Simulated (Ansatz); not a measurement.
Consider the silylene formation by 1,1-elimination: `B[SiH2]O[SiH2]F` → `BO[SiH2]F` + `[SiH2]`.

Computed with Ansatz on PBE0-D4/def2-TZVP structures; ΔE is electronic, products minus reactants. CCSD(T)/CBS adds triple-zeta CCSD(T) − MP2 to the extrapolated MP2 energy (def2 sets, frozen cores). This one scheme is used for every species. Functionals use def2-TZVPP. B3LYP here is the variant with VWN-RPA as its local correlation; programs differ in this. One conformer a species, not always the lowest.

```csv
level,ΔE (kJ/mol),difference from CCSD(T)/CBS
PBE-D4,180.4,-0.5
r2SCAN-D4,199.8,18.9
ωB97X-V,191.3,10.4
ωB97M-V,171.3,-9.6
B2PLYP,172.0,-8.9
PBE,172.1,-8.8
PBE0,183.6,2.7
B3LYP,161.8,-19.1
MP2/def2-TZVPP,186.8,5.9
SCS-MP2/def2-TZVPP,178.4,-2.5
CCSD(T)/def2-TZVPP,172.0,-8.9
MP2/def2-QZVPP,192.4,11.5
SCS-MP2/def2-QZVPP,184.1,3.2
HF/CBS(def2),169.7,-11.2
MP2/CBS(def2),195.7,14.8
CCSD/CBS(def2),179.3,-1.6
CCSD(T)/CBS,180.9,0
```

Largest T1 diagnostic among the species: 0.014.

From PBE to PBE0 (25 % exact exchange), in def2-TZVPP and without D4, ΔE moves by +11.5 kJ/mol. In def2-TZVPP, CCSD(T) changes the Hartree–Fock value by +3.9 kJ/mol (the triples alone add +1.5 kJ/mol) and MP2 by +18.7 kJ/mol. The D4 term adds +13.2 kJ/mol with B3LYP and +7.4 kJ/mol with PBE0; it sums over pairs of atoms, weighted by their polarisabilities, and B3LYP, whose exchange is more repulsive, gets the larger term.
